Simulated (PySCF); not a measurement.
## Worked example: oscillator strength and radiative lifetime

Al(F)(H)(SiH3) (AlFH₄Si), SMILES [AlH]([SiH3])[F].

Geometry optimised at B3LYP-D3(BJ)/def2-TZVP.

TDA-LC-ωPBE/def2-SVPD run with PySCF 2.14.0 puts the first singlet state with f over 0.02 at 6.86 eV (vertical), with the transition dipole (0.416, -0.172, -0.023) in atomic units.

Task: Find the oscillator strength, the wavelength and the radiative lifetime that this transition would have in vacuum if emission retraced absorption.

Result: 
|μ|² = 0.2032 au, so |μ| = 1.15 D. ΔE = 6.86/27.211 = 0.2521 hartree. f = (2/3) ΔE |μ|² = 0.034 (the program prints 0.034).
λ = 1239.84/6.86 = 181 nm; ν = 55330 cm⁻¹.
Einstein's coefficient A = 0.6670 ν² f s⁻¹ (ν in cm⁻¹) = 7.0e7 s⁻¹, so τ = 1/A = 14 ns. This state is S2; the lower singlet has f = 0.013. The figure is the radiative limit of this one transition; relaxation, internal conversion, crossing to triplets and a medium change what is measured.
